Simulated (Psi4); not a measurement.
Pair of molecules, SMILES [AlH3] with SMILES C#N (the first has 4 atoms); geometry from B3LYP-D3(BJ)/def2-TZVP.
(charge 0, multiplicity 1):
```csv
atom,x (Å),y (Å),z (Å)
Al,-0.1616,0.3641,0.2628
H,1.2536,0.8243,-0.2996
H,-1.2365,1.4889,0.5949
H,-0.6908,-1.0821,-0.1362
C,0.7414,-0.2931,3.2649
N,0.4196,-0.0606,2.1962
H,1.0429,-0.5105,4.2659
```

Level of theory: SAPT0/jun-cc-pV(D+d)Z in Psi4 1.11.

Q: Give the four SAPT terms and the total, and say what mostly holds the pair together.

A: electrostatics -36.74, exchange 41.67, induction -19.65, dispersion -6.18, total -20.91 kcal/mol; the largest attraction is electrostatics.
